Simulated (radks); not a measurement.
Pd23+, 23 electrons, occupied as [Ar] 3d5 (the NIST ground configuration). All-electron calculation, scalar-relativistic Kohn-Sham, PBE, spin-unpolarised, spherical densities, finite nucleus; Fermi nuclear charge, rms radius 4.5318 fm. Program: a radial shooting solver on a logarithmic mesh with Libxc functionals.

X-ray form factor f0, the Fourier transform of the density (f0(0) = 23):

sin(theta)/lambda (1/angstrom)  f0 (electrons)
0.05                                    22.965
0.1                                     22.860
0.15                                    22.687
0.2                                     22.447
0.25                                    22.144
0.3                                     21.783
0.4                                     20.901
0.5                                     19.845
0.6                                     18.662
0.8                                     16.113
1                                       13.610
1.25                                    10.911
1.5                                      8.871
2                                        6.508
